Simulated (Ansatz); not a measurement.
Reactions of `C[O][Ge]([F])([F])[SeH]`.

Gas-phase electronic energies from Ansatz, PBE0-D4/def2-TZVP geometries. CCSD(T)/CBS adds triple-zeta CCSD(T) − MP2 to the extrapolated MP2 energy (def2 sets, frozen cores). This one scheme is used for every species. For Ga, Ge, Se outer-core shells are correlated without core-valence functions, which leaves a few kJ/mol of doubt a bond. Scalar relativity is left out up to krypton. Each species was taken in one conformer, which may not be the lowest.

(1) Order these by ΔE at CCSD(T)/CBS, lowest first. (Estimate.)
A. `C[O][Ge]([F])([F])[SeH]` + `C#CC=C` → `C=CC#C[SeH]` + `C[O][GeH]([F])[F]`
B. `C[O][Ge]([F])([F])[SeH]` + HCl → `C[O][Ge]([F])([Cl])[SeH]` + H–F
C. `C[O][Ge]([F])([F])[SeH]` + `[CH3][GaH][F]` → `[CH3][Ga]([F])[SeH]` + `C[O][GeH]([F])[F]`

Largest T1 diagnostic: 0.013, for `[CH3][GaH][F]`.

## Answers

(1) C (-0.60 eV), B (-0.12 eV), A (+1.00 eV).
